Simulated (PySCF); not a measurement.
Species: sum formula GeH$_{2}$Br$_{2}$, net charge 0, singlet state. 
Structure (B3LYP-D3(BJ)/def2-TZVP (Ansatz) minimum search):
SMILES: [Br][GeH2][Br]
```xyz
5

Br    -1.8636     0.5473    -0.0220
Ge    -0.0442    -0.8853     0.0318
Br     1.9089     0.3594    -0.0106
H     -0.0867    -1.6577     1.3521
H     -0.0835    -1.7507    -1.2296
```

Dispersion corrections to the total energy (kcal/mol) from the dftd3 and dftd4 libraries through PySCF: D3(BJ) without and D4 with the three-body term, each with the damping fitted for the functional named.

```json
[
 {"functional": "BLYP", "D3(BJ)": "-7.23", "D4": "-6.62"},
 {"functional": "B3LYP", "D3(BJ)": "___", "D4": "-5.21"},
 {"functional": "HSE06", "D3(BJ)": "-2.62", "D4": "-2.58"},
 {"functional": "B2PLYP", "D3(BJ)": "-3.35", "D4": "-2.17"},
 {"functional": "revPBE", "D3(BJ)": "-6.78", "D4": "___"},
 {"functional": "LC-wPBE", "D3(BJ)": "___", "D4": "-3.61"},
 {"functional": "PW6B95", "D3(BJ)": "-2.38", "D4": "-2.29"}
]
```

Question: What belongs in the gaps?

Answer: 
- B3LYP, D3(BJ): -6.11
- revPBE, D4: -7.16
- LC-wPBE, D3(BJ): -3.49
